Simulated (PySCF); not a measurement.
# One molecule, several mistakes: BGeH4O

These are calculations, not measurements. The program is PySCF 2.14.0, an open-source quantum chemistry code, run on an isolated molecule that a program drew, which may never have been made. The molecule is BGeH4O (charge 0, doublet), drawn as the SMILES string `[BH2][GeH][OH]`.

Each row is a Hartree-Fock (HF) and frozen-core CCSD(T) single point in the cc-pVDZ basis, meant for a local HF minimum. Run 1 is clean. Each other run has one planted mistake out of seven kinds, and not every kind appears here: one electron removed, one electron added, multiplicity raised by two, geometry at a saddle point, minimal basis STO-3G, one bond length entered in bohr, all coordinates scaled. The reference is restricted for singlets and unrestricted otherwise, and also for a bond in bohr. Adding or removing an electron swaps singlet and doublet. Electrons count all cores. HOMO and LUMO are orbital energies over both spins, the gradient is its largest component, and the lowest frequency (negative if imaginary) is given only where the gradient is small. Bond lengths are over the 6 bonds as drawn. T1 is the CCSD diagnostic: over 0.02 (restricted) or 0.045 (unrestricted) a single reference is doubtful. Germanium has the cc-pVDZ-PP basis, with a core potential (ECP10MDF) in place of its 10 inner electrons, and its 3s, 3p and 3d shells are frozen in CCSD(T).

Geometry of the clean run:
```xyz
7
BGeH4O, angstrom
B    -1.3362    2.7349    0.8518
Ge   -0.3384    1.5999    2.1077
O    -0.9517    0.1005    2.8222
H    -0.7984    3.7228    0.4465
H    -2.4430    2.4198    0.5244
H     1.0541    1.7256    2.7016
H    -1.8283   -0.1385    2.5556
```

```
run,electrons,basis functions,<S^2>,HOMO (eV),LUMO (eV),gradient (hartree/bohr),lowest frequency (cm^-1),mean bond (Å),longest bond (Å),T1,HF (hartree),CCSD(T) (hartree),mistake
1,49,71,0.758,-7.83,0.67,1.3e-05,181,1.4323,1.965,0.0194,-395.22110,-395.62464,no fault
2,49,71,0.757,-7.89,0.75,4.4e-02,-,1.3778,1.890,0.0173,-395.21125,-395.60893,all coordinates scaled
3,49,71,3.766,-5.41,-2.82,7.8e-02,-,1.4323,1.965,0.0229,-395.01240,-395.41076,multiplicity raised by two
4,50,71,0.000,-0.58,8.52,4.3e-02,-,1.4323,1.965,0.0174,-395.21831,-395.65699,one electron added
5,48,71,0.000,-18.35,-6.59,5.9e-02,-,1.4323,1.965,0.0238,-394.95685,-395.34670,?
6,49,71,1.426,-8.23,0.55,2.2e-02,-,1.6097,2.261,0.0590,-395.10495,-395.50615,?
```

**Which mistake was planted in run 5, and what did it cost?**

It counts 48 electrons, one fewer than the clean run, at the same geometry and basis. So the mistake is: one electron removed. Subtracting run 1 and multiplying by 627.51 kcal/mol a hartree, the energy moved by 165.8 kcal/mol in HF and 174.4 kcal/mol in CCSD(T).

**Which mistake was planted in run 6, and what did it cost?**

The mean bond changes by a factor of 1.124 and the longest by 1.151, so the molecule wasn't scaled as a whole. A length L in bohr read as angstrom grows by (1/0.5292 - 1) L = 0.890 L. The 6 bonds together grew by 6 x 0.1774 = 1.064 Å, which gives L = 1.196 Å. That is the length of one of the B-H bonds, 1.196 Å in the clean geometry. So the mistake is: one bond length entered in bohr. Subtracting run 1 and multiplying by 627.51 kcal/mol a hartree, the energy moved by 72.9 kcal/mol in HF and 74.4 kcal/mol in CCSD(T).

Cautions from the logs. Run 5: T1 is over the limit, so its CCSD(T) energy is less reliable; run 6: T1 is over the limit, so its CCSD(T) energy is less reliable.
